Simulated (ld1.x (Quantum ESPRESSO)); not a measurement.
# Before and after: TM potential for Sb (Z = 51)

Sb, norm-conserving Troullier–Martins (Kleinman–Bylander form), made with ld1.x (Quantum ESPRESSO) 7.5 (LDA (PZ), scalar-relativistic). Core [Kr] 4d10, reference 5s2 5p1 (charge +2). Waves: 5p (bound): rc 1.75 bohr; 5s (bound): rc 1.40 bohr. Local part: the s channel. Core correction: Bessel-smoothed model core, default radius (core density twice the valence density).

Change: wave 5s (bound): rc 1.40 bohr becomes 5s (bound): rc 1.80 bohr.

Cutoffs: the cutoffs (Ry, on a coarse ladder) from which the occupation-weighted sum of valence levels, in a spherical-Bessel basis at the reference potential, stays within 10 and 1 mRy of its value at 400 Ry; they do not see the model core or the augmentation charge, which bear on the density cutoff. Errors are all-electron minus pseudo energies relative to the spin-unpolarised reference configuration.

How do hardness, ghosts and transferability respond?

The potential gets softer (60 Ry and 180 Ry → 30 Ry and 55 Ry); the bound ghost in p disappears; of the 9 tests that both files solve, the error grows in 4 and shrinks in 2 by more than 15 % and 0.3 meV (median size 15.9 → 13.7 meV). A larger radius leaves more room for a smooth pseudo-wave, so fewer plane waves are needed.

```csv
quantity,base,changed
"cutoff, loose",60 Ry,30 Ry
"cutoff, tight",180 Ry,55 Ry
loose cutoff by channel (10 mRy a level),"p 30 Ry, s 40 Ry","p 30 Ry, s 21 Ry"
bound ghosts,p,none
"error for 5s2 5p3, meV [ΔE -24.77 eV]",-18,-19
"error for 5s2 5p2, meV [ΔE -16.25 eV]",-5.8,-7.2
"error for 5s2 5p0, meV [ΔE 24.79 eV]",-27,-35
"error for 5s1 5p4, meV [ΔE -16.56 eV]",-16,-1.1
"error for 5s2 5p3.3, meV [ΔE -25.98 eV]",-21,-21
"error for 5s2 5p2.5, meV [ΔE -21.42 eV]",-12,-14
"error for 5s1 5p3, meV [ΔE -7.44 eV]",-10.0,+1.7
"error for 5s2 5p1 (spin-polarised), meV [ΔE -0.18 eV]",-1.0,-1.3
"error for 5s2 5p3 (spin-polarised), meV [ΔE -25.87 eV]",-21,-19
```

 A true bound ghost makes a file unfit for plane-wave use even where its test errors are small: the radial tests pick states by their node count and pass the ghost by.
